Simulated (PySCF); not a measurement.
**Excitation energy of C²⁺ by level of theory**

C²⁺ [He] 2s2 (1S) → C²⁺ [He] 2s1 3s1 (3S), as a difference of total energies. Calculation: PySCF 2.14, in x2c-QZVPPall with one added diffuse shell each of s, p, d, f type (8s5p4d3f1g, 73 functions); scalar relativity by spin-free X2C-1e. Correlated levels: valence: 1s2 frozen. The calculations carry no spin-orbit coupling.

| method | excitation energy (cm⁻¹) |
| --- | --- |
| UHF | 224070 |
| MP2 (valence) | 232910 |
| SCS-MP2 (valence) | 235580 |
| CCSD (valence) | 237800 |

The promoted electron is Rydberg-like, and one or two diffuse shells describe it only roughly, which tends to raise the upper state.

With two correlated electrons CCSD is exact in that space.
